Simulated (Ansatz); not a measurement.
Molecule: MoH₆, charge -1, multiplicity 2. The spin state was set by rule; other spins were not relaxed. 
Coordinates optimised at B3LYP-D3(BJ)/def2-TZVP (Ansatz, a quantum-chemistry and plane-wave program):
```xyz
7

Mo     0.0163     0.0303    -0.0075
H      0.6432     0.6694     1.4870
H     -1.1716    -0.4422     1.1153
H      0.4476    -1.3819     0.8379
H      0.8644    -1.1213    -0.9408
H      0.1219     0.7007    -1.6625
H     -1.5897     0.3029    -0.5204
```
Charge -1, spin multiplicity 2.

Quantity: vertical ionisation energy (to the singlet state of charge +0; each state is the SCF solution reached for its spin; for the singlet T1 is 0.053), in eV. Cores are frozen in the correlated levels unless marked. Open shells are spin-unrestricted. Spin-orbit coupling is left out. The frozen core is the preceding noble-gas configuration, with the filled d and f shells of earlier blocks. In def2 rows, elements after Kr have scalar-relativistic effective core potentials. Anions need diffuse functions: def2-D sets add few. 

| level | program | vertical ionisation energy (eV) |
|---|---|---|
| PBE/def2-TZVPD | Ansatz | 2.37 |
| B3LYP/def2-TZVPD | Ansatz | 2.56 |
| PBE0/def2-TZVPD | Ansatz | 2.56 |
| CAM-B3LYP/def2-TZVPD | Ansatz | 2.67 |
| SCS-MP2/def2-TZVPPD | Ansatz | 2.34 |
| CCSD(T)/def2-SVPD | Ansatz | 2.46 |
